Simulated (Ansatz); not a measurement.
Cu₅O₄⁺, relaxed as a singlet with RKS PBE0-D4/def2-SVP in Ansatz, starting from the GFN1-xTB geometry. Force threshold 0.02 eV/Å.

The restricted singlet is unstable towards broken spin symmetry in Hartree–Fock (as tested in another run); at PBE0-D4/def2-SVP this wasn't settled. Another isomer (singlet) lies 0.34 eV lower at PBE0-D4/def2-TZVP; other spin states weren't run for this one.

Start:

```xyz
9

Cu   -0.0245   -0.4754   -1.3408
Cu    0.5197    0.6938    2.0347
Cu   -1.7933   -0.8875   -2.8228
Cu    1.9584    0.0344    0.1458
Cu   -1.5496    0.1954    0.5927
O     2.1782    0.6450    1.7116
O     1.6847   -0.5682   -1.4158
O    -1.8071   -0.3263   -1.0992
O    -1.1664    0.6886    2.1937
```

| step | energy (eV) | largest force component (eV/Å) | SCF passes |
| --- | --- | --- | --- |
| 1 | -231302.3586 | 1.416 | 154 |
| 2 | -231302.6585 | 0.671 | 95 |
| 3 | -231302.8636 | 0.682 | 96 |
| 4 | -231303.0451 | 0.951 | 175 |
| 5 | -231303.2460 | 0.689 | 70 |
| 6 | -231303.3622 | 0.852 | 68 |
| 7 | -231303.5179 | 0.887 | 77 |
| 8 | -231303.6246 | 0.484 | 61 |
| 9 | -231303.7262 | 0.309 | 64 |
| 10 | -231303.7263 | 0.384 | 64 |
| 11 | -231303.7693 | 0.300 | 55 |
| 12 | -231303.8028 | 0.175 | 65 |
| 13 | -231303.8081 | 0.147 | 57 |
| 14 | -231303.8116 | 0.022 | 55 |
| 15 | -231303.8121 | 0.013 | 55 |

Force components are those of the run's own axes.

End:

Cartesian coordinates in Å:
```
Cu 0.1449 -0.5275 -1.3946
Cu 0.4816 0.9004 2.4645
Cu -3.0000 -0.8491 -2.6702
Cu 2.6415 0.0144 0.3522
Cu -1.4688 0.1333 0.1821
O 2.1074 0.6205 1.8986
O 1.8613 -0.5193 -1.1092
O -1.6589 -0.4718 -1.5114
O -1.1090 0.6990 1.7880
```

By distances, no bond broke or formed, bridged metal pairs apart. The bond that changes most is Cu2–O6, from 1.69 to 1.74 Å (atoms count from 1). Metal–metal contacts that move far: Cu1–Cu3 2.34 to 3.41 Å, Cu2–Cu4 2.46 to 3.15 Å, Cu1–Cu4 2.53 to 3.09 Å, Cu2–Cu5 2.57 to 3.10 Å.

No frequencies were taken in this run, so the end may be a saddle point.

It took 7.7 min on 4 threads of Intel Xeon on a shared host, peak host memory 1.1 GiB.
